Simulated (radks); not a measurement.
Results of a calculation; reference values are marked as such.
The table gives one normalised radial function P(r) = r R(r) of V3+ in [Ar] 3d0.5 4s1.5 (r in bohr). Level of theory: scalar-relativistic Kohn-Sham, PBE, spin-unpolarised, spherical densities, point nucleus (a radial shooting solver on a logarithmic mesh with Libxc functionals).

r,P
0.007978,0.0001
0.01031,0.0001
0.01331,0.0002
0.01733,0.0005
0.02239,0.0010
0.02892,0.0020
0.03766,0.0041
0.04865,0.0081
0.06335,0.0162
0.08183,0.0308
0.1057,0.0567
0.1376,0.1026
0.1778,0.1740
0.2297,0.2799
0.2991,0.4282
0.3863,0.6008
0.499,0.7757
0.6498,0.9157
0.8394,0.9584
1.084,0.8776
1.412,0.6837
1.824,0.4500
2.356,0.2404
3.068,0.0938
3.963,0.0259
5.119,0.0044
6.665,0.0004

Which n and l does it have? It may be an empty orbital.

Answer. n = 3, l = 2: the number of nodes gives n - l - 1 = 0, the rise at small r (about r^(l+1)) gives l, and the extent must fit the shell. The curve is that of 3d. 3d: eigenvalue -47.184 eV, 0 radial nodes, <r> = 1.07 bohr, 90 % of the charge inside 1.75 bohr.
